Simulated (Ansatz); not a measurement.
Two members of one family (AlH3 adduct), computed with Ansatz in the gas phase. The two geometries come from different levels. Binding counts from free atoms in the multiplicity of their measured ground term, without zero-point energy. The structures are stationary points that may keep the symmetry of their start.

First: Al(NH3)H3 (singlet, charge 0, r2SCAN-D4/def2-TZVP geometry).

Cartesian coordinates in Å:
```
Al 0.718 -0.777 -0.156
N -0.665 0.718 0.144
H -1.613 0.370 0.034
H -0.535 1.477 -0.520
H -0.587 1.110 1.078
H 2.064 0.064 0.069
H 0.344 -1.180 -1.660
H 0.273 -1.781 1.010
```

```
                 level  HOMO (eV)  LUMO (eV)  gap (eV)  binding per atom (eV)
      PBE-D4/def2-TZVP      -6.14      -1.17      4.97                   2.90
     PBE-D4/def2-TZVPD      -6.17      -1.46      4.71                   2.90
      B97M-V/def2-TZVP      -6.55      -1.02      5.53                   2.97
      PBE0-D4/def2-SVP      -7.34       0.10      7.44                   2.88
CAM-B3LYP-D4/def2-TZVP      -8.83       0.40      9.24                   2.95
```

Second: Al(PF3)H3 (singlet, charge 0, PBE0-D4/def2-SVP geometry).

```xyz
8

Al    0.629    1.291    0.423
P    -0.432   -0.869   -0.284
F    -1.965   -0.879   -0.650
F    -0.398   -2.077    0.727
F     0.147   -1.581   -1.564
H     2.050    0.600    0.662
H    -0.361    1.506    1.656
H     0.329    2.009   -0.970
```

Q: What does the change do? Estimate second minus first.

A: 
| level | Δ HOMO (eV) | Δ LUMO (eV) | Δ gap (eV) | Δ binding per atom (eV) |
| --- | --- | --- | --- | --- |
| PBE-D4/def2-TZVP | -1.13 | -0.94 | 0.19 | 0.32 |
| PBE-D4/def2-TZVPD | -1.13 | -0.72 | 0.40 | 0.31 |
| B97M-V/def2-TZVP | -1.12 | -0.95 | 0.17 | 0.26 |
| PBE0-D4/def2-SVP | -1.19 | -1.01 | 0.19 | 0.14 |
| CAM-B3LYP-D4/def2-TZVP | -1.12 | -0.48 | 0.64 | 0.24 |
